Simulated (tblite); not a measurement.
C₄H₅FNO₃S (charge -1).
Cartesian coordinates in Å at the GFN2-xTB level; atoms count from 1:
```
atom  x, y, z in Å
N1    -0.8754    2.7568   -0.1515
C2    -0.3340    1.8129    0.2183
C3     0.3234    0.6542    0.6804
C4    -0.5640   -0.5629    0.8578
C5    -1.1777   -0.9677   -0.4725
F6    -2.1307   -1.9559   -0.2692
S7     1.6281    0.2286   -0.6203
O8     1.9957   -1.1326   -0.2563
O9     0.9582    0.3395   -1.9029
O10    2.6675    1.2134   -0.3799
H11    0.9212    0.8689    1.5648
H12    0.0603   -1.3811    1.2219
H13   -1.3656   -0.3705    1.5822
H14   -1.6936   -0.1298   -0.9499
H15   -0.4178   -1.3657   -1.1448
```

Computed with GFN2-xTB (tblite): harmonic, unscaled wavenumbers at the GFN2-xTB geometry, gas phase. Errors from tens to a few hundred cm⁻¹ against measured bands are possible. One conformer, not necessarily the lowest.

Harmonic wavenumbers (cm⁻¹): 36.1, 69.6, 82.3, 104.1, 149.9, 207.7, 234.6, 288.5, 314.1, 413.2, 420.4, 475.6, 485.8, 542.6, 628.3, 679.2, 792.4, 924.2, 961.5, 988.8, 1013.1, 1061.5, 1087.0, 1139.9, 1168.8, 1178.0, 1188.6, 1258.3, 1260.3, 1301.5, 1347.1, 1444.6, 1459.7, 2369.4, 2909.6, 2966.8, 2978.7, 2993.5, 3016.9.

A = 1582, B = 994.7, C = 749.7 MHz; mass 165.997 u (most abundant isotopes); point group C1, symmetry number 1.

**Question.** What is the zero-point energy?

**Answer.** Half the sum of the wavenumbers: 20971 cm⁻¹ = 250.87 kJ/mol.

**Question.** What is S at 500 K and 1 bar for an ideal gas of classical rigid rotors and harmonic oscillators?

**Answer.** Translation 183.36, rotation 131.92, vibration 212.76: S = 528.0 J/(mol K).

**Question.** And Cp and H(500 K) − H(0)?

**Answer.** Cp = 217.28 J/(mol K), of which vibrations give 184.02 (their classical limit is 39 R = 324.3); H(500 K) − H(0) = 68.26 kJ/mol without the zero-point energy, 51.63 from vibrations.

**Question.** Blend soft modes into free rotors: weight 1/[1 + (100 cm⁻¹/ν̃)⁴] for the oscillator and the rest for a rotor with moment μB/(μ + B), μ = h/(8π²ν), B = 10⁻⁴⁴ kg m². What vibrational entropy results?

**Answer.** 192.80 J/(mol K) in place of 212.76, which changes −T·S at 500 K by +9.98 kJ/mol.

**Question.** Which modes carry the vibrational entropy at 500 K?

**Answer.** 36.1 cm⁻¹: 27.15; 69.6 cm⁻¹: 21.70; 82.3 cm⁻¹: 20.31; 104.1 cm⁻¹: 18.37; 149.9 cm⁻¹: 15.37; 207.7 cm⁻¹: 12.72 J/(mol K); the other 33 give 97.15 together.

**Question.** How do the functions run with temperature in this model?

**Answer.** 
```json
{"T (K)": "150", "S (J/(mol K))": "343.2", "Cp (J/(mol K))": "104.1", "H − H(0) (kJ/mol)": "10.54", "G − H(0) (kJ/mol)": "-40.94", "ln q(vib)": "3.72"}
{"T (K)": "250", "S (J/(mol K))": "405.1", "Cp (J/(mol K))": "140.9", "H − H(0) (kJ/mol)": "22.82", "G − H(0) (kJ/mol)": "-78.47", "ln q(vib)": "6.60"}
{"T (K)": "298.15", "S (J/(mol K))": "431.4", "Cp (J/(mol K))": "157.9", "H − H(0) (kJ/mol)": "30.01", "G − H(0) (kJ/mol)": "-98.61", "ln q(vib)": "7.93"}
{"T (K)": "400", "S (J/(mol K))": "482.5", "Cp (J/(mol K))": "190.7", "H − H(0) (kJ/mol)": "47.81", "G − H(0) (kJ/mol)": "-145.20", "ln q(vib)": "10.63"}
{"T (K)": "600", "S (J/(mol K))": "569.6", "Cp (J/(mol K))": "238.4", "H − H(0) (kJ/mol)": "91.08", "G − H(0) (kJ/mol)": "-250.68", "ln q(vib)": "15.60"}
{"T (K)": "900", "S (J/(mol K))": "675.1", "Cp (J/(mol K))": "280.6", "H − H(0) (kJ/mol)": "169.56", "G − H(0) (kJ/mol)": "-438.02", "ln q(vib)": "22.27"}
```

q(vib) and H(0) count from the zero-point level.

**Question.** What must be added to the electronic energy to get the Gibbs energy at 500 K and 1 bar?

**Answer.** ZPE + [H(500 K) − H(0)] − T·S = 250.87 + 68.26 − 264.02 = 55.11 kJ/mol.

Hindered rotation and anharmonicity are outside this model. Other conformers, if any are populated, would add a mixing term that is left out. The structure is chiral; the term R ln 2 for an equal mix with its mirror image is left out.

The run took 1.1 s on one thread, AMD EPYC (x86_64), shared host with 64 logical CPUs at a one-minute load of 6.5. The figure is for the frequency step alone.
